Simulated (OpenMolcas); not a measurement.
**S2+: effect of the basis set**

```
Program             : OpenMolcas 26.06
Method              : SS-RASPT2, IPEA 0.25 Eh, imaginary shift 0.1 Eh (closed shells correlated: 2s 2p 3s)
Active space        : 2 electrons in 9 orbitals (RAS2 3p; RAS3 3d 4s, at most 1 electron)
State averaging     : 2S+1 = 3 even, 3 roots; 2S+1 = 1 even, 6 roots; 2S+1 = 3 odd, 18 roots; 2S+1 = 1 odd, 18 roots
Spin-orbit coupling : state interaction with AMFI integrals over the reference wave functions, term energies averaged over their components
```

A. ANO-RCC-VQZP [6s5p3d2f1g], DKH2, point nucleus; CASPT2 step of the order of 30 core-seconds
B. ANO-R3 [6s5p4d3f1g], X2C, finite nucleus; CASPT2 step of the order of 29 core-seconds
C. ANO-RCC [8s7p5d4f2g], DKH2, point nucleus; CASPT2 step roughly 27 core-seconds

Energies in cm-1 above 3s2 3p2 3P0, the measured ground level; measured values from NIST levels in Podobedova, Kelleher and Wiese, J. Phys. Chem. Ref. Data 38, 171 (2009).

| Level | A | B | C | Measured |
| --- | --- | --- | --- | --- |
| 3s2 3p2 3P0 | 0.0 | 0.0 | 0.0 | 0.0 |
| 3s2 3p2 3P1 | 265 | 269 | 270 | 299 |
| 3s2 3p2 3P2 | 754 | 763 | 765 | 833 |
| 3s2 3p2 1D2 | 11150 | 11160 | 11070 | 11323 |
| 3s2 3p2 1S0 | 32380 | 32460 | 32050 | 27161 |
| 3s2 3p 3d 1D* 2 | 114940 | 111810 | 114390 |  |
| 3s2 3p 3d 3F* 2 | 121760 | 121830 | 120870 | 122118 |
| 3s2 3p 3d 3F* 3 | 122010 | 122090 | 121130 | 122404 |
| 3s2 3p 3d 3F* 4 | 122380 | 122470 | 121500 | 122799 |
| 3s2 3p 3d 3P* 2 | 130060 | 130020 | 128950 |  |
| 3s2 3p 3d 3P* 1 | 130270 | 130250 | 129170 |  |
| 3s2 3p 3d 3P* 0 | 130450 | 130400 | 129370 |  |
| 3s2 3p 3d 3D* 1 | 130960 | 131480 | 129800 |  |
| 3s2 3p 3d 3D* 2 | 131080 | 131600 | 129920 |  |
| 3s2 3p 3d 3D* 3 | 131120 | 131690 | 129960 |  |
| 3s2 3p 4s 3P* 0 | 143600 | 145700 | 143450 | 146697 |
| 3s2 3p 4s 3P* 1 | 143800 | 145900 | 143650 | 146738 |
| 3s2 3p 4s 3P* 2 | 144310 | 146440 | 144190 | 147147 |
| 3s2 3p 4s 1P* 1 | 147020 | 149090 | 146680 | 148399 |
| 3s2 3p 3d 1P* 1 | 149610 | 152890 | 148530 |  |
| 3s2 3p 3d 1F* 3 | 156530 | 162480 | 154900 | 157610 |

Deviations, from unrounded energies. A percentage is the sum of absolute deviations over the sum of measured energies, with the sign that they share, or ± where signs differ.

```
                        Against measurement  Levels      A      B      C
             mean absolute deviation (cm-1)      12   1500   1200   1900
      fine structure of the ground term (%)       2  -10.0   -8.9   -8.6
other terms of the ground configuration (%)       2  ±14.0  ±14.2  ±13.4
                   other configurations (%)       8   -1.1   ±0.8   -1.6
```

B lies closest to measurement on these levels and C furthest from it. The largest miss of B in the table is 3s2 3p2 1S0, by +5300 cm-1. The ranking rests on the paired levels alone, and a cruder setting can come out closer through cancelling errors.

Among A to C the level of the table that moves most is 3s2 3p 3d 1F* 3, by 7600 cm-1 (lowest in C, highest in B). Moves below CASPT2's spread within the term are not significant.

CASPT2 breaks the degeneracy within a term, and the mean is taken; among the terms shown or strongly mixed into the levels shown the widest spread is 220 cm-1 (3s2 3p 3d 3F*, B). Over all roots computed the reference weight is 0.87 to 0.97 in A, 0.85 to 0.96 in B, 0.86 to 0.96 in C; the roots of lowest weight are the least certain, and an intruder state may touch them. ANO sets are built for valence states and can reach diffuse excited orbitals poorly, and with the s shell closed the s pⁿ⁺¹ terms that mix with these levels are absent. With the s shell closed, the reference lacks s² → p² mixing. Some terms miss by over 15 % even with CASPT2, which points to a basis or an active space too small for the shells correlated. Measured partners are found by configuration, term and J. A level has none where our copy of the source lacks it or the pairing is in doubt (some pairs that miss far off the trend of their configuration count as doubtful), and it then counts in no deviation. Levels of configurations outside the active space are missing.

* marks odd parity.
